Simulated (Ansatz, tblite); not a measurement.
Cost and result up the ladder for OsO3(NH) (OsNO3H) (6 atoms). Charge 0, multiplicity 1. Geometry: PBE0-D4/def2-SVP.

| atom | x (Å) | y (Å) | z (Å) |
| --- | --- | --- | --- |
| Os1 | -0.0172 | 0.3045 | 0.3340 |
| O2 | -0.8493 | 1.6877 | -0.2050 |
| O3 | -0.8264 | -0.3500 | 1.6808 |
| O4 | 1.5645 | 0.7412 | 0.7853 |
| N5 | 0.0413 | -0.8574 | -0.9176 |
| H6 | 0.0870 | -1.5260 | -1.6775 |

Ansatz on 4 threads of Arm Neoverse V1 on a shared host; xTB runs through tblite on one thread. Times are rough, summed over both states, and most runs start from the orbitals of an earlier one. No level here is sound enough to serve as a yardstick. The other state is a doublet.

In the def2 sets Os takes a core potential; there is no spin–orbit coupling. The xTB rows come from tblite.

Raw xTB energies of ions are shifted by several eV.

| level | functions | vertical IE (eV) | remarks |
| --- | --- | --- | --- |
| GFN2-xTB | 26 | 16.67 | – |
| PBE0-D4/def2-TZVP (with forces) | 170 | 11.25 | restricted SCF unstable in HF (singlet) |
| PBE-D4/def2-TZVP | 170 | 11.07 | – |
| r2SCAN-D4/def2-TZVP | 170 | 11.11 | restricted SCF unstable in HF (singlet) |
| GFN1-xTB | 27 | 17.38 | – |

(1) Estimate how long each takes.

Results:

(1) GFN2-xTB 0.006 s; GFN1-xTB 0.007 s; PBE-D4/def2-TZVP 8.3 s; PBE0-D4/def2-TZVP (with forces) 11 s; r2SCAN-D4/def2-TZVP 19 s. On shared hardware such times vary by a factor of up to 3.
